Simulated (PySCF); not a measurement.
A PySCF script (with the pyscf-properties extension) for the NMR shieldings of `C[C@@H](N([SiH3])[SiH3])[Si+](C)C`, [C4H16NSi3]+, on a GFN2-xTB geometry:

```python
import basis_set_exchange as bse
import numpy as np
from pyscf import gto, dft
from pyscf.prop import nmr

atoms = """
C     0.143588   -0.229642   -2.060774
C     0.039445   -0.653774   -0.590330
N     1.267142   -0.426978    0.154240
Si    1.744988    1.209950    0.488646
Si    2.423818   -1.760121    0.195525
Si   -1.387402    0.232378    0.337282
C    -2.618157    1.326828   -0.589736
C    -1.612738   -0.161436    2.167932
H     0.339466    0.836951   -2.145100
H     0.970920   -0.759645   -2.526080
H    -0.767400   -0.473240   -2.603547
H    -0.155804   -1.733888   -0.575421
H     2.419996    1.892805   -0.608344
H     2.456206    1.220240    1.752212
H     0.357131    1.792123    0.642862
H     3.044264   -1.917934   -1.118300
H     3.363908   -1.386420    1.238209
H     1.591884   -2.916414    0.536802
H    -3.461697    0.741281   -0.952619
H    -3.023756    2.103598    0.057185
H    -2.168001    1.815465   -1.454139
H    -2.489701   -0.784723    2.338736
H    -0.744568   -0.691476    2.562337
H    -1.745267    0.743834    2.759980
"""
names = dict.fromkeys(["C", "N", "Si", "H"], "pcSseg-1")
basis = {el: gto.basis.parse(bse.get_basis(n, elements=[el], fmt="nwchem")) for el, n in names.items()}
mol = gto.M(atom=atoms, basis=basis, charge=1, verbose=0)
mf = dft.RKS(mol, xc="PBE0")
mf.grids.level = 2
mf.grids.alignment = dft.numint.BLKSIZE   # the property module wants whole blocks of grid points
mf.conv_tol = 1e-9
mf.kernel()

calc = nmr.RKS(mf)   # GIAO
C = mf.mo_coeff
Co = C[:, mf.mo_occ > 0]
resp = mf.gen_response(singlet=True, hermi=2)
def vind(x):   # induced exchange potential for any number of trial vectors
    d = np.einsum("pi,xij,qj->xpq", C, 2 * x.reshape(-1, C.shape[1], Co.shape[1]), Co, optimize=True)
    return np.einsum("xpq,pi,qj->xij", resp(d - d.transpose(0, 2, 1)), C, Co, optimize=True).ravel()
mo1, _ = nmr.rhf.solve_mo1(calc, with_cphf=vind)
sigma = calc.kernel(mo1)
for i, s in enumerate(sigma):   # ppm
    print("%2d %-2s %9.2f" % (i, mol.atom_pure_symbol(i), np.trace(s) / 3))
```

Q: Give the expected output.

A: 
```
 0 C     165.39
 1 C     118.55
 2 N     227.16
 3 Si    348.67
 4 Si    386.23
 5 Si    -43.21
 6 C     170.82
 7 C     175.99
 8 H      29.83
 9 H      29.37
10 H      30.05
11 H      28.22
12 H      26.04
13 H      26.23
14 H      27.90
15 H      26.69
16 H      26.80
17 H      26.96
18 H      30.22
19 H      29.54
20 H      29.02
21 H      30.02
22 H      28.86
23 H      29.77
```

These numbers come from an equivalent density-fitted implementation of the same equations, which agrees with the script to about 0.01 ppm for H and up to a few tenths of a ppm for heavy atoms, so last digits may differ.

Q: Turn these shieldings into chemical shifts. δ = σ(ref) − σ, references computed at the same level: 13C (186.93 ppm) and 29Si (349.16 ppm) and 1H (31.72 ppm) vs TMS; NH3 for 15N (267.73 ppm).

A: Averaging equivalent atoms: C 1: 68.4; C 0: 21.5; C 6/7: 13.5; N 2: 40.6; Si 5: 392.4; Si 3/4: -18.3; H 12/13/14/15/16/17: 4.95; H 11: 3.50; H 18/19/20/21/22/23: 2.15; H 8/9/10: 1.97 ppm. Experimental scales use liquid or dissolved standards, which lie at an offset from isolated NH3 (liquid NH3: subtract about 20 ppm).

Size and cost of the density-fitted run: 237 basis functions, 58 s wall time on 1 thread of an Arm Neoverse V1, shared host; peak memory 1.1 GiB.
